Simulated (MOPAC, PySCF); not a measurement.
C4H7NSi, SMILES `C1C=C[SiH2]C=1N`, neutral singlet in the gas phase. 

Z-matrix (Å, degrees):
```
C
C 1 1.3681
N 1 1.3724 2 126.52
H 3 1.0123 1 118.63 2 161.68
H 3 1.0165 4 114.46 1 147.57
H 2 1.0944 1 123.39 3 -3.11
C 2 1.4635 6 120.64 1 -179.89
C 7 1.3618 2 119.35 6 179.60
H 8 1.0873 7 123.12 2 179.34
H 7 1.0956 8 122.14 9 -0.33
Si 8 1.8524 9 131.21 7 179.31
H 11 1.4983 8 116.40 9 65.02
H 11 1.4999 12 107.52 1 -122.31
```
Charge 0, spin multiplicity 1.

All levels are single points at this geometry (PBE-D3(BJ)/def2-TZVP); Pople sets use spherical d functions. Orbital energies aren't observables, and empty levels follow the basis.

PM3 in MOPAC gives HOMO (eV) = -7.72.

### Question
Estimate the HOMO (eV) from each of these levels: PBE-D3(BJ)/def2-TZVP in PySCF; B3LYP/3-21G in PySCF; B3LYP/6-311+G** in PySCF; B3LYP/6-31G* in PySCF; BP86/6-31G* in PySCF; HF/3-21G in PySCF; HF/6-31G* in PySCF; HF/STO-3G in PySCF.

### Answer

| level | HOMO (eV) |
|---|---|
| PBE-D3(BJ)/def2-TZVP in PySCF | -4.49 |
| B3LYP/3-21G in PySCF | -4.78 |
| B3LYP/6-311+G** in PySCF | -5.30 |
| B3LYP/6-31G* in PySCF | -4.88 |
| BP86/6-31G* in PySCF | -4.19 |
| HF/3-21G in PySCF | -7.34 |
| HF/6-31G* in PySCF | -7.32 |
| HF/STO-3G in PySCF | -5.15 |
